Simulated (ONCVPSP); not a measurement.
## Pseudopotential generation for C (Z = 6): ONCV, PBE, scalar-relativistic.

* Element: C (Z = 6)
* Generator: ONCVPSP 4.0.1
* Type: optimised norm-conserving Vanderbilt (ONCV)
* Functional: PBE
* Relativity: scalar-relativistic
* Frozen core: [He]
* Valence charge: 4
* Reference configuration: 2s2 2p2
* Partial waves: 2s: rc 0.95 bohr, ncon 4, nbas 9, qcut 5.8 1/bohr, local; 2p: rc 1.55 bohr, ncon 3, nbas 7, qcut 5.1 1/bohr, 1 projector
* Local potential: the s channel
* Core correction: none

All-electron outer shells of the reference configuration (PBE, scalar-relativistic, ld1.x):

| shell | level (eV) | outermost node (bohr) | outermost maximum (bohr) |
| --- | --- | --- | --- |
| 1s | -273.38 | – | 0.17 |
| 2s | -13.75 | 0.38 | 1.22 |
| 2p | -5.29 | – | 1.20 |

(1) Estimate the cutoffs (Ha) at which the residual kinetic energy of the hardest occupied pseudo-wave falls to 1 and 0.1 mHa per electron.

(2) Does the potential have ghost states?

(3) Tests: 2s2 2p1; 2s2 2p0; 2s1 2p0; 2s1 2p2. Which has the largest error in its energy relative to the reference configuration, and how large is it?

Results:

(1) 21 Ha and 90 Ha.

(2) No bound ghost flagged; no localised positive-energy state flagged.

(3) 2s1 2p0, with +604 meV (all-electron minus pseudo) on +83.21 eV.
